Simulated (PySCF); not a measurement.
Al(F)2(SH) (AlF2HS), SMILES [F][Al]([F])[SH]. The structure is a stationary point at B3LYP-D3(BJ)/def2-SVP. One conformer was computed; it need not be the lowest.

TDA-ωB97X/def2-SVPD (PySCF) puts the lowest singlet excitations at 6.20, 6.80, 7.28, 8.19, 8.51, 8.63 eV.

Question: What are the lowest excitation roots from ADC(2)/aug-cc-pVDZ (PySCF)? (Estimate from the structure and the level; the computed values follow.)

Answer: 6.15, 6.90, 7.31, 7.88, 8.25, 8.51 eV. S1 differs by -0.05 eV (second minus first; roots are paired by order, and the bases may differ).
